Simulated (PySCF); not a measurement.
**Orbital picture of AsF**

CAM-B3LYP at R = 1.790 Å; As aug-pcseg-1, F aug-pcseg-1; no relativity (PySCF 2.14). State: ³Σ⁻ (triplet), unpaired electrons π ↑↑. Only the outer orbitals are listed, counted within each symmetry.

```csv
spin,orbital,occ.,ε (eV),on As (%),main shells (%)
α,8σ,1,-34.24,1,98 F s
α,9σ,1,-19.23,72,"71 As s, 24 F p"
α,4π,1,-13.91,8,92 F p
α,4π,1,-13.91,8,92 F p
α,10σ,1,-13.69,41,"60 F p, 25 As s, 15 As p"
α,5π,1,-8.29,95,94 As p
α,5π,1,-8.29,95,94 As p
α,11σ,0,-0.58,102,93 As p
β,8σ,1,-33.96,1,98 F s
β,9σ,1,-17.71,55,"54 As s, 39 F p"
β,4π,1,-13.34,4,95 F p
β,4π,1,-13.34,4,95 F p
β,10σ,1,-12.89,57,"46 F p, 43 As s, 14 As p"
β,5π,0,-2.17,98,97 As p
β,5π,0,-2.17,98,97 As p
β,11σ,0,-0.23,101,91 As p
```

Problem. Which are the highest filled and the lowest empty level, where do they sit, and how wide is the gap?

Solution. Highest filled α 5π at -8.29 eV (in %: 94 As p); lowest empty β 5π at -2.17 eV (in %: 97 As p); the gap at CAM-B3LYP is 6.12 eV. Both belong to one degenerate shell, split only by its one-sided filling, so this is no excitation gap.

```
bond order (Mayer)                              : 0.47
⟨S²⟩                                            : 2.004
charge on As (Mulliken, basis-dependent)        : 0.62
charge on As (Löwdin, basis-dependent)          : 0.71
dipole moment (positive dipole means As(−)F(+)) : -2.02 D
polarisability along the bond                   : 32.5 bohr³
polarisability across the bond                  : 29.4 bohr³
```

Shares are Mulliken populations and can fall outside 0 to 100 %.

Spin–orbit coupling is left out. The state was picked by a PBE0 search and need not be the measured ground state.
